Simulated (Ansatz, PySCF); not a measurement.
In(Cl)(OMe)(NH2) (CH5ClInNO), SMILES C[O][In]([NH2])[Cl].

Coordinates come from a B3LYP-D3(BJ)/def2-SVP optimisation. The structure was generated by enumeration; whether it is a known compound was not checked. The def2 effective core potentials stand for the cores of In; spin–orbit coupling is left out. Other conformers were not sampled.

Vertical ionisation energy (IE) and electron affinity (EA) in eV. Rows of orbital energies are one-electron estimates. Where ΔSCF, EOM or ADC give a negative EA the extra electron is unbound and the value depends on the basis.

| level | IE | EA |
|---|---|---|
| −ε(HOMO), −ε(LUMO), B3LYP/def2-TZVP (PySCF) | 7.46 | 2.32 |
| −ε(HOMO), −ε(LUMO), PBE/def2-TZVP (PySCF) | 6.20 | 2.87 |
| ΔSCF, CAM-B3LYP/def2-SVPD (Ansatz), final states of multiplicity 2 and 2 | 9.96 | 0.59 |
| ΔSCF, PBE/def2-SVPD (Ansatz), final states of multiplicity 2 and 2 | 9.17 | 0.69 |

Question: What vertical singlet–triplet gap does ΔSCF give with CAM-B3LYP/def2-SVPD (Ansatz, a program for electronic structure) and with PBE/def2-SVPD (Ansatz)? (The exact figures need the calculation; the answer reports its results.)

Answer: 4.14 and 3.40 eV (triplet above singlet where positive).
